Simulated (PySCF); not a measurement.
**[La(NH3)3]3+ at several levels of theory**

Computed with PySCF 2.14.0 (density fitting, no spin-orbit coupling) at the geometry relaxed with BP86:

```xyz
13
[La(NH3)3]3+ (singlet)
La    0.0000    0.0000    0.0084
N     2.5774    0.0009   -0.0055
H     3.0323   -0.2517    0.9023
H     3.0279   -0.6622   -0.6775
H     3.0297    0.9134   -0.2424
N    -1.2895    2.2316   -0.0055
H    -1.2981    2.7519    0.9023
H    -0.9404    2.9533   -0.6775
H    -2.3059    2.1671   -0.2424
N    -1.2879   -2.2326   -0.0055
H    -1.7342   -2.5002    0.9023
H    -2.0874   -2.2911   -0.6775
H    -0.7239   -3.0805   -0.2424
```

| level | basis | state | HOMO (eV) | gap (eV) | charge on La1 (e) | population of f-type functions on La1 (polarisation alone where 4f lies in the core) | dipole about the centre of mass (D) | largest force component (eV/Å) |
| --- | --- | --- | --- | --- | --- | --- | --- | --- |
| BP86 | La lcecp-1-SVP with ECP46, N def2-SVP, H def2-SVP | singlet | -22.16 | 5.28 | 1.84 | 0.03 | 0.01 | 0.01 |
| PBE | the same | singlet | -22.06 | 5.20 | 1.82 | 0.03 | 0.01 | 0.04 |
| BP86 | La lcecp-1-TZVP with ECP46, N def2-TZVP, H def2-TZVP | singlet | -22.10 | 5.31 | 2.09 | 0.05 | 0.01 | 0.40 |
| BP86 | La x2c-SVPall, N x2c-SVPall, H x2c-SVPall | singlet | -22.21 | 5.18 | 1.78 | 0.10 | 0.01 | 0.22 |

In the lcecp rows the 4f levels are missing from HOMO and gap, and the state counts the valence alone.

Charges are Mulliken's, which hang on the basis. The relaxation used the grid (50, 194), these runs (75, 302) or, all-electron (x2c bases, spin-free X2C Hamiltonian), (99, 590).

Task: A further run in the first row's basis gives HOMO (eV) -22.03, gap (eV) 5.25, charge on La1 (e) 1.84, population of f-type functions on La1 (polarisation alone where 4f lies in the core) 0.03, dipole about the centre of mass (D) 0.01, largest force component (eV/Å) 0.11. Which level was it?
A. M06-L
B. HF
C. revPBE

Result: C. The others give HOMO -22.37 eV (M06-L); -27.26 eV (HF).

In the first row's basis the gap widens with exact exchange: 5.2 to 6.0 eV for PBE, revPBE, BP86, M06-L (none); 14.3 eV for Hartree–Fock (rising or full at long range).

A frequency check found unstable modes (4, the lowest at -54 cm⁻¹), so the relaxed geometry is probably a saddle point.
